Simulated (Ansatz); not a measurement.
Job for Ansatz (a first-principles code): R-B2PLYP/def2-TZVPPD on CH6F2Ge (a complex). Files ending in .json are basis or fitting sets from the Basis Set Exchange. The run froze 17 orbitals, filled d shells among them.

Ansatz 0.2 input:
```yaml
crystal:
  periodic: [false, false, false]
  atoms:
    - {symbol: Ge, position_ang: [-0.70010531, 0.53473121, 0.34687054]}
    - {symbol: H, position_ang: [-0.86038231, 0.61855786, -1.18009865]}
    - {symbol: H, position_ang: [-0.37538836, -0.91919667, 0.72698455]}
    - {symbol: H, position_ang: [-2.01310343, 0.95637223, 1.01988008]}
    - {symbol: H, position_ang: [0.44308819, 1.45176820, 0.79628322]}
    - {symbol: F, position_ang: [-0.30552998, 0.07792100, 3.69133890]}
    - {symbol: C, position_ang: [0.58732533, -0.95012164, 3.77139531]}
    - {symbol: F, position_ang: [1.78837513, -0.51373751, 3.30310499]}
    - {symbol: H, position_ang: [0.23792183, -1.76449776, 3.13560427]}
    - {symbol: H, position_ang: [0.69970029, -1.23138547, 4.81951862]}
basis:
  gaussian:
    orbitals: def2-TZVPPD.json
hamiltonian:
  xc: {name: B2PLYP}
magnetization: {spin_polarized: false}
correlation: {electrons: outside_noble_gas}
scf: {lower_state_search: off}
```

It printed:

```
WARN ansatz: RAYON_NUM_THREADS=1 ignored (pool sized by the plan → 1); use --threads N
Functional definition: B2PLYP
these checks for a lower state are left out or cut short: stability, starts, cluster_reference, orbital_swaps, neighbouring_geometries, increment
integrals: 0.79 GiB planned
1622 factors; integrals over basis functions are off by at most 1.5e-3 eV
mean field: 1.50 GiB planned
mean field evaluation 1: about -63065.4445 eV, gradient 3.0e1 eV
mean field evaluation 2: about -63065.4951 eV, gradient 3.0e1 eV
mean field evaluation 4: about -63066.7164 eV, gradient 2.6e0 eV
mean field evaluation 8: about -63066.7304 eV, gradient 7.8e-2 eV
mean field evaluation 16: about -63066.7304 eV, gradient 8.5e-6 eV
mean field -63066.73036307 eV, -2317.6595926776 hartree, gradient 8.9e-6 eV, S^2 0.000000; 0 other end points of the search recorded, 0 dependent functions left out
17 core orbitals not correlated, not the lowest: weight in the atoms' cores, before any rotation towards them, 0.999 or more for the frozen orbitals, at most 0.001 for the correlated occupied ones
reference -63066.73055173 eV, -2317.6595996109 hartree; 14, 14 occupied and 242, 242 virtual orbitals, 1622 factors
second order -26.51719839 eV of doubles, -0.00000000 eV of singles
Total energy: -63073.89019530 eV, -2317.9227116589 hartree
Checks for a lower state left out: stability, starts, cluster_reference, orbital_swaps, neighbouring_geometries, increment
```

Self-consistency was reached.

Cost: roughly 12 core-seconds.
